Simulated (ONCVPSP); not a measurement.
## Before and after: ONCV potential for osmium

osmium (Os), optimised norm-conserving Vanderbilt (ONCV), made with ONCVPSP 4.0.1 (PBEsol, scalar-relativistic). Core [Kr] 4d10 4f14, reference 5s2 5p6 5d6 6s2. Waves: 5s+6s: rc 1.65 bohr, ncon 4, nbas 7, qcut 6.1 1/bohr, 2 projectors; 5p: rc 1.15 bohr, ncon 4, nbas 9, qcut 7.7 1/bohr, 2 projectors, debl 2 Ha; 5d: rc 2.35 bohr, ncon 4, nbas 8, qcut 6.2 1/bohr, 2 projectors, debl 3.7 Ha. Local part: polynomial inside 1.00 bohr (lpopt 3, dvloc0 3 Ha). Core correction: Teter function, fcfact 3.75, rcfact 1.45.

All-electron outer shells of the reference configuration (PBEsol, scalar-relativistic, ld1.x):

| shell | level (eV) | outermost node (bohr) | outermost maximum (bohr) |
| --- | --- | --- | --- |
| 5s | -91.60 | 0.51 | 0.91 |
| 4f | -52.02 | – | 0.40 |
| 5p | -50.86 | 0.55 | 1.03 |
| 5d | -6.29 | 0.60 | 1.36 |
| 6s | -6.19 | 1.20 | 2.48 |

Change: d: rc 3.36.

Cutoffs: the cutoffs (Ha) at which the residual kinetic energy of the hardest occupied pseudo-wave falls to 1 and 0.1 mHa per electron; they do not see the model core or the augmentation charge, which bear on the density cutoff. Errors are all-electron minus pseudo energies relative to the spin-unpolarised reference configuration.

Q: How do hardness, ghosts and transferability respond?

A: The potential gets neither clearly harder nor softer (50 Ha and 190 Ha → 50 Ha and 190 Ha); the p channel sets the loose cutoff, while the largest relative change is in d, which becomes softer; of the 4 tests that both files solve, the error grows in 2 and shrinks in 0 by more than 15 % and 0.3 meV (median size 11.3 → 20.4 meV); neither file shows a bound ghost.

```tsv
quantity	base	changed
cutoff, loose	50 Ha	50 Ha
cutoff, tight	190 Ha	190 Ha
loose cutoff by channel	s 16 Ha, p 50 Ha, d 14 Ha	s 16 Ha, p 50 Ha, d 10 Ha
bound ghosts	none	none
GHOST(+) flags under 300 eV	s at 151.8 eV	s at 151.8 eV
error for 5s2 5p6 5d6 6s1, meV [ΔE 9.62 eV]	-4.8	-5.1
error for 5s2 5p6 5d6 6s0, meV [ΔE 26.56 eV]	-18	-36
error for 5s2 5p6 5d5 6s0, meV [ΔE 55.44 eV]	-22	-44
error for 5s2 5p6 5d6 6s1.5, meV [ΔE 3.94 eV]	-1.7	-1.5
s: phases at 1.68 bohr within 0.05 rad from the reference energy up to (Ha; the scan ends near 5)	4.9	4.9
p: phases at 1.16 bohr within 0.05 rad from the reference energy up to (Ha; the scan ends near 5)	to the end of the scan	to the end of the scan
rms error of d²Exc/dni dnj with the model core, mHa	0.71	1.24
```
